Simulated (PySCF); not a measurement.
How methods differ on the excitation energy of Co⁺

Co⁺ [Ar] 3d8 (3F) → Co⁺ [Ar] 3d7 4p1 (high-spin determinant), as a difference of total energies. Computed with PySCF 2.14 in def2-QZVPPD (11s6p5d4f2g, 100 functions), with no relativity, point nucleus. Correlated levels: valence: [Ar] frozen. The calculations carry no spin-orbit coupling.

```
           method  excitation energy (cm⁻¹)
              UHF                     29266
    MP2 (valence)                     48108
SCS-MP2 (valence)                     48439
   CCSD (valence)                     43703
CCSD(T) (valence)                     44739
```

A first-order spin-orbit estimate (lowest level to lowest level, LS coupling) adds 0.012 eV.

The determinant of the upper state mixes LS terms, which raises its energy above the lowest term, most at the Hartree-Fock and MP2 levels.
